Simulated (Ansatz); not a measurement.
One change: `NCO[SiH2][AlH2]` becomes `BCO[SiH2][AlH2]`.

Ansatz, PBE0-D4/def2-TZVP geometries, multiplicity 1. Each molecule was computed in one conformer, which needn't be the lowest.

| property | `NCO[SiH2][AlH2]` |
| --- | --- |
| LUMO energy (PBE/def2-TZVPP) / eV | -2.82 |
| LUMO energy (ωB97M-V/def2-TZVPP) / eV | -0.46 |
| LUMO energy (B3LYP/def2-TZVPP) / eV | -2.27 |
| HOMO–LUMO gap (PBE0/def2-TZVPP) / eV | 5.00 |
| size of the dipole moment (PBE/def2-TZVPP) / D | 0.38 |
| HOMO–LUMO gap (ωB97M-V/def2-TZVPP) / eV | 8.67 |

(1) What does the change do to each property? (An estimate is asked.)

Answers

(1) Ansatz gave: 
```csv
property,`BCO[SiH2][AlH2]`,shift
LUMO energy (PBE/def2-TZVPP) / eV,-2.86,-0.04
LUMO energy (ωB97M-V/def2-TZVPP) / eV,-0.47,-0.01
LUMO energy (B3LYP/def2-TZVPP) / eV,-2.28,-0.01
HOMO–LUMO gap (PBE0/def2-TZVPP) / eV,4.92,-0.08
size of the dipole moment (PBE/def2-TZVPP) / D,0.84,0.46
HOMO–LUMO gap (ωB97M-V/def2-TZVPP) / eV,8.60,-0.07
```

Dipoles are sizes alone; their direction can turn.

B3LYP here is the variant with VWN-RPA as its local correlation; programs differ in this.
